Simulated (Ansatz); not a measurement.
Ansatz (an electronic-structure program) input:

Ansatz 0.2 input:
```yaml
crystal:
  periodic: [false, false, false]
  atoms:
    - {symbol: Si, position_ang: [-0.01014766, 0.01439914, 0.63311610]}
    - {symbol: F, position_ang: [1.06775889, -0.71365869, -0.45945974]}
    - {symbol: F, position_ang: [-1.05197364, 0.69126002, -0.52538753]}
basis:
  gaussian:
    orbitals: def2-TZVPD
hamiltonian:
  xc: {name: BHLYP}
total_charge: -1
magnetization: {spin_polarized: true, initial_magnetization: 1}
output: {forces: true}
```

**Question.** What final total energy does it print?

**Answer.** -489.31451 Eh (BHLYP/def2-TZVPD). The basis has 123 functions.
